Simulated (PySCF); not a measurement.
C3H7BO2, SMILES B1(C)OCCO1.

The structure is a stationary point at PBE0-D3(BJ)/def2-SVP. Other conformers were not sampled.

Two levels are set side by side: TDDFT-PBE/def2-SVPD (PySCF) and TDDFT-PBE0/def2-SVPD (PySCF). Vertical, same geometry. The lowest singlet is HOMO→LUMO 100 % with PBE and HOMO→LUMO 97 % with the other functional; states are paired by order. Differences are taken from unrounded values.

```tsv
quantity	TDDFT-PBE0
lowest singlet excitation (eV)	7.03
lowest triplet excitation (TDA) (eV)	6.88
```

Task: What does TDDFT-PBE give, and how far is it from TDDFT-PBE0? (The exact figures need the calculation; the answer reports its results.)

Result: 
| quantity | TDDFT-PBE | TDDFT-PBE minus TDDFT-PBE0 |
|---|---|---|
| lowest singlet excitation (eV) | 6.13 | -0.90 |
| lowest triplet excitation (TDA) (eV) | 6.03 | -0.85 |

Functionals without exact exchange tend to place singlet excitations lower, as here. Differences between two approximate levels are no errors against the true value.

Rough cost on one machine, each run with all the roots and properties that it gave: TDDFT-PBE0 against TDDFT-PBE about 4 times.
